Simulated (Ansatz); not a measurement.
Two structures, one formula

The two ends of one reaction step of SiH$_{6}$OF$_{2}$, closed shell (PBE0-D4/def2-TZVP).

A:

```
10
angstrom
Si -0.6642 0.3180 -1.3323
F 0.1667 -1.0167 -0.9070
H 0.2244 1.4914 -1.2627
H -1.0523 0.0523 -2.7400
H -1.8782 0.4247 -0.5001
H 0.7892 0.1519 1.6829
O 0.1301 0.8055 1.4160
H 1.1692 -1.4746 0.3751
F 1.6592 -1.5352 1.1698
H -0.5443 0.7830 2.0982
```

B:

Si1  (-0.826, 0.828, -0.676)
F2  (0.702, -2.039, -0.825)
H3  (-1.596, 2.099, -0.680)
H4  (0.000, 0.750, -1.901)
H5  (-1.717, -0.335, -0.516)
H6  (0.693, -0.456, 1.349)
O7  (0.146, 0.836, 0.699)
H8  (0.899, -1.979, 0.091)
F9  (1.022, -1.323, 1.607)
H10  (0.677, 1.620, 0.852)
(Å)

Program: Ansatz 0.2.0. Basis: def2-TZVPP. Cores are frozen in the correlated methods. B3LYP uses VWN-RPA correlation.

Task: Which structure is lower at CCSD(T), and by how much? (An estimate is asked for; the value comes from the calculation.)

Result: Computed: A, by 22.1 kJ/mol (electronic energy, against the other). By their contacts, A is a complex of SiH₃F ([F][SiH3]) + H₂O + HF and B is a complex of SiH₄O ([OH][SiH3]) + HF + HF.

All methods give the same order:

```json
{"method": "SPW92", "E(B) − E(A) (kJ/mol)": "4.2"}
{"method": "PBE-D4", "E(B) − E(A) (kJ/mol)": "15.2"}
{"method": "BLYP-D4", "E(B) − E(A) (kJ/mol)": "19.9"}
{"method": "r2SCAN-D4", "E(B) − E(A) (kJ/mol)": "20.4"}
{"method": "B97M-V", "E(B) − E(A) (kJ/mol)": "28.6"}
{"method": "PBE0-D4", "E(B) − E(A) (kJ/mol)": "17.1"}
{"method": "B3LYP-D4", "E(B) − E(A) (kJ/mol)": "20.9"}
{"method": "r2SCAN0-D4", "E(B) − E(A) (kJ/mol)": "20.7"}
{"method": "BHLYP-D4", "E(B) − E(A) (kJ/mol)": "24.5"}
{"method": "CAM-B3LYP-D4", "E(B) − E(A) (kJ/mol)": "20.4"}
{"method": "wB97X-V", "E(B) − E(A) (kJ/mol)": "22.4"}
{"method": "wB97M-V", "E(B) − E(A) (kJ/mol)": "23.8"}
{"method": "B2PLYP", "E(B) − E(A) (kJ/mol)": "21.9"}
{"method": "PBE-QIDH", "E(B) − E(A) (kJ/mol)": "19.0"}
{"method": "RPA on PBE", "E(B) − E(A) (kJ/mol)": "23.7"}
{"method": "HF", "E(B) − E(A) (kJ/mol)": "34.3"}
{"method": "MP2", "E(B) − E(A) (kJ/mol)": "20.0"}
{"method": "CCSD", "E(B) − E(A) (kJ/mol)": "24.1"}
{"method": "CCSD(T)", "E(B) − E(A) (kJ/mol)": "22.1"}
```

T1 diagnostic: at most 0.010.

Labels in which every atom is bracketed show which atoms are joined, not bond orders.

For scale, one of the runs: CCSD(T)/def2-TZVPP, 219 basis functions (an equivalent command: `ansatz run in.yaml --threads 4`). Time: 96 s of wall clock on 4 CPU threads; the host was shared. Peak host memory: 3.5 GiB.
